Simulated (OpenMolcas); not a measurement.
**Kr VI: the spin-orbit constant, worked from levels**

* Program: OpenMolcas 26.06
* Basis: ANO-R1 [5s4p3d1f]
* Scalar Hamiltonian: X2C, finite nucleus
* Active space: 3 electrons in 4 orbitals (4s 4p)
* State averaging: 2S+1 = 4 odd, 1 root; 2S+1 = 2 odd, 8 roots; 2S+1 = 4 even, 3 roots; 2S+1 = 2 even, 9 roots
* Spin-orbit coupling: RASSI with atomic mean-field integrals over the reference wave functions, term energies averaged over their components

Methods: CASSCF; SS-CASPT2, IPEA 0.25 Eh, imaginary shift 0.1 Eh (closed shells correlated: 3d). Measured levels: Saloman, J. Phys. Chem. Ref. Data 36, 215 (2007).

**The spin-orbit constant.** For the Hund term 2P* of p1, E(J) = (A/2) J(J+1) + constant and ζ = 2S·A = A. From J = 1/2 to J = 3/2 the energy changes by 1.5 A.

```csv
Source,E(3/2) - E(1/2),A,ζ
CASSCF,7638.3,5092.2,5092
SS-CASPT2,7638.1,5092.1,5092
measured,8110.0,5406.7,5407
```

All in cm-1. SS-CASPT2 is off by -5.8 % and CASSCF by -5.8 %. Both methods take the spin-orbit matrix elements from the reference wave functions, so the second can move ζ only through the term energies and any multistate remixing.

Over all roots computed the reference weight is 0.90 to 0.98 in SS-CASPT2; the roots of lowest weight are the least certain, and an intruder state may touch them. The basis is small and was not contracted for so high a charge. Computed and measured levels are paired by configuration, term and J; levels that our copy of the source lacks, or whose pairing is in doubt (as where it misses far off the trend of its configuration), stay unpaired and out of the deviations. Levels of configurations outside the active space are missing.

* marks odd parity.
